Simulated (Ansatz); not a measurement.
Geometry optimisation, RKS B3LYP-D4/def2-SVP (Ansatz).

Input file:

```yaml
crystal:
  periodic: [false, false, false]
  atoms:
    - { symbol: Al, position_ang: [0.2866, 1.4412, 1.0892] }
    - { symbol: B, position_ang: [-0.2968, -0.4751, 0.6982] }
    - { symbol: Al, position_ang: [-0.1746, -1.223, -1.231] }
    - { symbol: Cl, position_ang: [-0.6355, -3.3104, -1.6298] }
    - { symbol: Br, position_ang: [0.643, 0.153, -2.9966] }
    - { symbol: H, position_ang: [0.1231, 2.0897, 2.5563] }
    - { symbol: H, position_ang: [0.7903, 2.4112, -0.1114] }
    - { symbol: H, position_ang: [1.02016, 0.1365, 1.45147] }
basis:
  gaussian: { orbitals: def2-SVP }
hamiltonian:
  xc: b3lyp
  dispersion: d4
relax:
  f_tol: 0.02
  max_steps: 50
```

Command:

```bash
$ ansatz run input.yaml --threads 2 --pin off --max-ram 3072MiB --backend cpu --events-out ev --progress --plain --runs-dir out
```

Problem. Where does it end, and by what steps?

Solution. The run converged. The force dipped under the threshold on the way, but the program's further checks kept it going. After 20 steps the energy has fallen by 2.676 eV; H8 moved furthest, 1.27 Å. Parted: Al1–H8 (1.54 → 2.89 Å). Joined: B2–H8 (1.64 → 1.21 Å).

| step | energy less start (eV) | largest force component (eV/Å) | accepted |
| --- | --- | --- | --- |
| 0 | 0.0000 | 3.281 | yes |
| 1 | -1.3202 | 1.743 | yes |
| 2 | -1.8916 | 0.880 | yes |
| 3 | -2.1556 | 0.344 | yes |
| 4 | -2.2811 | 0.316 | yes |
| 5 | -2.3971 | 0.522 | yes |
| 6 | -2.4848 | 0.283 | yes |
| 7 | -2.5520 | 0.462 | yes |
| 8 | -2.5988 | 0.334 | yes |
| 9 | -2.6316 | 0.383 | yes |
| 10 | -2.6554 | 0.264 | yes |
| 11 | -2.6560 | 0.230 | yes |
| 12 | -2.6657 | 0.143 | yes |
| 13 | -2.6671 | 0.216 | yes |
| 14 | -2.6743 | 0.078 | yes |
| 15 | -2.6753 | 0.031 | yes |
| 16 | -2.6758 | 0.016 | yes |
| 17 | -2.6761 | 0.039 | yes |
| 18 | -2.6762 | 0.032 | yes |
| 19 | -2.6755 | 0.107 | no |
| 20 | -2.6762 | 0.013 | yes |

```xyz
8
Properties=species:S:1:pos:R:3
Al 0.160 1.679 1.199
B 0.839 -0.140 0.387
Al 0.008 -1.159 -1.242
Cl -1.510 -2.613 -1.036
Br 0.665 -0.623 -3.345
H -0.917 1.679 2.371
H 0.690 3.064 0.622
H 1.821 -0.663 0.871
```

Whether the end is a true minimum wasn't checked by a vibrational analysis.

Run time: 64 s on 2 threads of Intel(R) Xeon(R) CPU @ 2.80GHz (Skylake/Cascade Lake), with other jobs on the host, peak memory 0.33 GiB.
